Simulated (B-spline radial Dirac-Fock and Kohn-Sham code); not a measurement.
**Kohn-Sham estimates against Dirac-Fock for the levels of Ta⁴⁴⁺**

System: tantalum as Ta⁴⁴⁺, configuration [Ar] 3d10 4s1.

The density-functional columns are spherical, spin-unpolarised Dirac-Kohn-Sham results without Breit or QED terms: −ε is minus the orbital energy of the initial state and ΔSCF the difference of two total energies. The reference in the last column comes from Dirac-Fock energy differences between relaxed states, corrected for Breit and QED terms. All numbers are from a radial atomic solver, in eV; a selection of levels is shown. The Kohn-Sham columns are given as differences from the reference. For the 1s level of heavy atoms much of the gap between ΔSCF and the reference is the Breit and QED part, -333.6 eV here; for other levels the error of the functional can be larger.

| level | LDA −ε − DF | LDA ΔSCF − DF | Dirac-Fock |
| --- | --- | --- | --- |
| K (1s) | -255.9 | +323.6 | 69649.9 |
| L1 (2s) | -186.2 | -53.6 | 13876.9 |
| L2 (2p1/2) | -139.7 | +22.1 | 13336.1 |
| L3 (2p3/2) | -152.7 | -8.7 | 12074.2 |
| M2 (3p1/2) | -82.7 | -23.4 | 4549.9 |
| M3 (3p3/2) | -81.7 | -26.0 | 4261.9 |
| M4 (3d3/2) | -60.7 | +2.7 | 3882.8 |
| M5 (3d5/2) | -62.2 | 0.0 | 3820.6 |
| N1 (4s) | -18.8 | +8.4 | 2314.9 |

For the outermost level NIST gives 2314.7 ± 1.9 eV (semi-empirical); the differences from it are LDA −ε -18.61, LDA ΔSCF +8.59, Dirac-Fock +0.23 eV.

Values without a named source are computed, but for edge energies of neutral atoms, which are taken from tables.
